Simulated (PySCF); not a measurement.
# Run times: zinc in aug-cc-pVDZ-DK

Measured wall times of calculations with PySCF 2.14 in aug-cc-pVDZ-DK, with the spin-free X2C one-electron Hamiltonian (Gaussian nucleus), run from one Python driver. Hardware: 1 thread of Neoverse-V1 on a shared host, 1.3 GiB allowed. The two-electron integrals over 59 functions were computed once and kept in memory (0.85 CPU seconds with the set-up); the times below exclude them. Kohn-Sham runs start from converged Hartree-Fock orbitals.

Launch command (the driver calls PySCF for each step listed in the task file):

```bash
OMP_NUM_THREADS=1 python atomrun2.py TASK.json OUT
```

| species | step | iterations | wall time (s) |
| --- | --- | --- | --- |
| Zn⁺ [Ar] 3d10 4d1 | UHF with spin-orbit constants | 5 | 5.4 |
| Zn⁺ [Ar] 3d10 4d1 | LDA | 6 | 0.72 |
| Zn⁺ [Ar] 3d10 4d1 | PBE | 6 | 1.2 |
| Zn⁺ [Ar] 3d10 4d1 | PBE0 | 6 | 1.3 |
| Zn⁺ [Ar] 3d10 4d1 | r2SCAN | 6 | 2.6 |
| Zn⁺ [Ar] 3d10 4d1 | BHandHLYP | 7 | 1.5 |
| Zn⁺ [Ar] 3d10 4d1 | B2PLYP | 7 | 1.6 |
| Zn⁺ [Ar] 3d10 4d1 | HSE06 | 6 | 2.9 |
| Zn⁺ [Ar] 3d10 4d1 | TPSSh | 6 | 2.9 |
| Zn⁺ [Ar] 3d10 4d1 | MP2 (11 electrons) |  | 0.1 |

Peak memory of the process: 0.27 GiB. Times on a shared host vary from run to run.
